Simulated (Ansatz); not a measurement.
HFSSi, SMILES `F[Si]S` (lower singlet; F–Si–S–H torsion 0°) (charge 0, multiplicity 1). This singlet lies 2.28 eV below the relaxed triplet at the level frozen-core CCSD(T)/cc-pVTZ // PBE0-D3(BJ)/def2-TZVP (Ansatz, a first-principles code).

Cartesian coordinates (Å):
SMILES: F[Si]S
```xyz
4

F      1.3802    -0.7445    -0.0671
Si     0.9700     0.8181    -0.0242
S     -1.1746     0.6359     0.0571
H     -1.1757    -0.7094     0.0341
```
Charge 0, multiplicity 1.

**Question.** Give the natural occupations of the active orbitals, the CASSCF energy and the corrected energy for frozen-core fic-MRCISD+Q@CASSCF(2e,2o)/cc-pVTZ // PBE0-D3(BJ)/def2-TZVP (Ansatz).

**Answer.** 
The natural occupations is 1.92, 0.08. The CASSCF energy is -786.6344 Ha, the corrected energy is -787.1684 Ha and the weight of the reference is 0.884.
